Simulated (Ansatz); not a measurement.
Geometry optimisation, Ansatz 0.2.0, RKS PBE/STO-3G.

Input file:

```yaml
crystal:
  periodic: [false, false, false]
  atoms:
    - { symbol: B, position_ang: [0.0, 0.0, 0.0] }
    - { symbol: O, position_ang: [0.0, 0.0, 1.41] }
    - { symbol: H, position_ang: [-0.9095, -0.2814, 1.7471] }
    - { symbol: "N", position_ang: [1.3423, 0.0, -0.775] }
    - { symbol: H, position_ang: [1.8089, -0.9179, -1.0268] }
    - { symbol: H, position_ang: [1.7937, 0.9179, -1.0532] }
    - { symbol: "N", position_ang: [-1.3423, 0.0, -0.775] }
    - { symbol: H, position_ang: [-2.0112, -0.8164, -0.6764] }
    - { symbol: H, position_ang: [-1.5914, 0.8164, -1.4036] }
basis:
  gaussian: { orbitals: STO-3G }
hamiltonian:
  xc: pbe
relax:
  f_tol: 0.02
  max_steps: 40
```

Command:

```bash
$ ansatz run input.yaml --threads 1 --pin off --max-ram 2048MiB --backend cpu --events-out ev --progress --plain --runs-dir out
```

**Question.** Where does it end, and by what steps?

**Answer.** It converged. Limits of this set-up: minimal basis. After 18 steps the energy has fallen by 2.105 eV; H5 moved furthest, 1.27 Å.

```csv
step,energy less start (eV),largest force component (eV/Å),accepted
0,0.0000,2.094,yes
1,-0.7198,1.438,yes
2,-1.0473,1.080,yes
3,-1.2850,0.622,yes
4,-1.4648,1.051,yes
5,-1.6290,1.525,yes
6,-1.8048,0.965,yes
7,-1.9733,0.539,yes
8,-2.0677,0.233,yes
9,-2.0914,0.127,yes
10,-2.0954,0.172,yes
11,-2.0954,0.195,yes
12,-2.0978,0.068,yes
13,-2.0980,0.208,yes
14,-2.1031,0.040,yes
15,-2.1036,0.309,yes
16,-2.1046,0.056,yes
17,-2.1047,0.049,yes
18,-2.1049,0.016,yes
```

```xyz
9
Properties=species:S:1:pos:R:3
B -0.017 -0.003 -0.034
O 0.055 0.059 1.368
H -0.902 -0.111 1.703
N 1.201 0.266 -0.746
H 1.312 0.007 -1.750
H 2.116 0.236 -0.245
N -1.224 -0.339 -0.752
H -2.165 -0.215 -0.314
H -1.285 -0.180 -1.783
```

Run time: 26 s on 1 thread of Arm Neoverse V2, on a shared host, peak memory 0.11 GiB.
